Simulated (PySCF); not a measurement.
Eu⁴⁵⁺ (europium, charge +45): Hartree-Fock from Schrödinger to Dirac-Coulomb-Breit

Occupied: 1s1/2, 2s1/2, 2p1/2, 2p3/2, 3s1/2, 3p1/2, 3p3/2. Hartree-Fock calculated with PySCF 2.14 in an even-tempered Gaussian basis (20 s from 4.7 bohr⁻², ratio 2.3; 16 p from 5.6 bohr⁻², ratio 2.3), Gaussian nucleus throughout. NR is non-relativistic, sf-X2C the spin-free one-electron X2C Hamiltonian, X2C adds the bare one-electron spin-orbit term, X2C-SNSO screens it by Boettger's factors, DC is four-component Dirac-Coulomb, and the Gaunt and Breit terms are added at first order (total energies over the DC spinors, levels after relaxing the spinors in that mean field). QED terms are absent. Levels marked empty are virtual spinors of this ion; the basis has s and p functions only, so 3d, which can lie below the n = 4 levels, is absent.

| level (eV) | NR | sf-X2C | X2C | X2C-SNSO |
| --- | --- | --- | --- | --- |
| 1s1/2 | -48802.9 | -51587.7 | -51579.2 | -51579.7 |
| 2s1/2 | -10107.1 | -10863.7 | -10861.2 | -10861.3 |
| 2p1/2 | -9753.2 | -9987.3 | -10468.9 | -10451.7 |
| 2p3/2 | -9753.2 | -9987.3 | -9781.3 | -9787.6 |
| 3s1/2 | -3938.0 | -4159.1 | -4158.4 | -4158.4 |
| 3p1/2 | -3788.6 | -3875.8 | -3994.6 | -3990.4 |
| 3p3/2 | -3788.6 | -3875.8 | -3824.4 | -3826.0 |
| 4s1/2 (empty) | -2003.1 | -2088.7 | -2088.6 | -2088.6 |
| 4p1/2 (empty) | -1945.8 | -1983.4 | -2026.3 | -2024.8 |
| 4p3/2 (empty) | -1945.8 | -1983.4 | -1964.8 | -1965.4 |

Where do the four-component calculations put these levels?

1s1/2: DC -51632.3, DC+Gaunt -51484.6, DC+Breit -51495.6; 2s1/2: DC -10868.1, DC+Gaunt -10852.4, DC+Breit -10853.5; 2p1/2: DC -10454.9, DC+Gaunt -10429.2, DC+Breit -10431.7; 2p3/2: DC -9793.1, DC+Gaunt -9775.1, DC+Breit -9777.7; 3s1/2: DC -4160.0, DC+Gaunt -4156.4, DC+Breit -4156.8; 3p1/2: DC -3991.2, DC+Gaunt -3985.0, DC+Breit -3985.8; 3p3/2: DC -3827.1, DC+Gaunt -3822.8, DC+Breit -3823.6; 4s1/2 (empty): DC -2089.1, DC+Gaunt -2087.7, DC+Breit -2087.9; 4p1/2 (empty): DC -2025.1, DC+Gaunt -2022.8, DC+Breit -2023.2; 4p3/2 (empty): DC -1965.8, DC+Gaunt -1964.2, DC+Breit -1964.5 (eV).

| Hamiltonian | E (hartree) | E − E(DC) (hartree) | CPU seconds |
| --- | --- | --- | --- |
| NR | -8625.0564 | 414.4422 | 0.35 |
| sf-X2C | -9029.7053 | 9.7933 | 0.26 |
| X2C | -9036.6344 | 2.8642 | 0.29 |
| X2C-SNSO | -9036.1788 | 3.3198 | 0.3 |
| DC | -9039.4986 | 0.0000 | 14 |
| DC+Gaunt | -9029.7061 | 9.7925 | 25 |
| DC+Breit | -9030.6609 | 8.8377 | 72 |

Weight of the small component: 1s1/2 0.0550, 2s1/2 0.0124, 2p1/2 0.0123, 2p3/2 0.0115, 3s1/2 0.00457, 3p1/2 0.00448, 3p3/2 0.00427, 4s1/2 0.00218, 4p1/2 0.00215, 4p3/2 0.00207.

Koopmans' value for the highest occupied level at DC+Breit: 3823.6 eV, against an ionisation energy of 3823 ± 4 eV (theoretical estimate listed by NIST; NIST Atomic Spectra Database, ionization energies); the former lacks relaxation, correlation, QED and recoil.

The whole ladder took 120 s of wall time on 1 thread of Intel(R) Xeon(R) 6975P-C (shared host), launched as `OMP_NUM_THREADS=1 python relrun2.py TASK.json OUT` (a driver that calls PySCF for each Hamiltonian).
